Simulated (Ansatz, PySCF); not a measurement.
MgF₂, SMILES [Mg]([F])[F]. Atoms are numbered in the order given.

```xyz
3

Mg     0.0000     0.0000    -0.0477
F      0.0000    -1.7532    -0.0477
F      0.0000     1.7532    -0.0477
```
Charge 0, spin multiplicity 1.

Geometry optimised at ωB97X-D3(BJ)/def2-TZVP. The isomer is the one that the SMILES or the coordinates give; other isomers of the formula were not compared.

Two levels are set side by side: PBE-D3(BJ)/def2-TZVP (Ansatz, a quantum-chemistry and plane-wave program) and ωB97X-D3(BJ)/def2-TZVP (PySCF). Each level has its own optimised geometry; the coordinates shown are those of the second. Frequencies come from the Hessian of PySCF at each geometry. Differences are taken from unrounded values.

```csv
quantity,ωB97X-D3(BJ),PBE-D3(BJ),PBE-D3(BJ) minus ωB97X-D3(BJ)
mean bond length (Å),1.753,1.764,0.011
bond Mg1–F2 (Å),1.753,1.764,0.011
bond Mg1–F3 (Å),1.753,1.764,0.011
highest harmonic wavenumber (cm⁻¹),875,846,-29
mean harmonic wavenumber (cm⁻¹),439,425,-14
zero-point energy (kcal/mol),2.51,2.43,-0.08
```

GGA bonds tend to be longer and softer than those of functionals with exact exchange. Differences between two approximate levels are no errors against the true value.
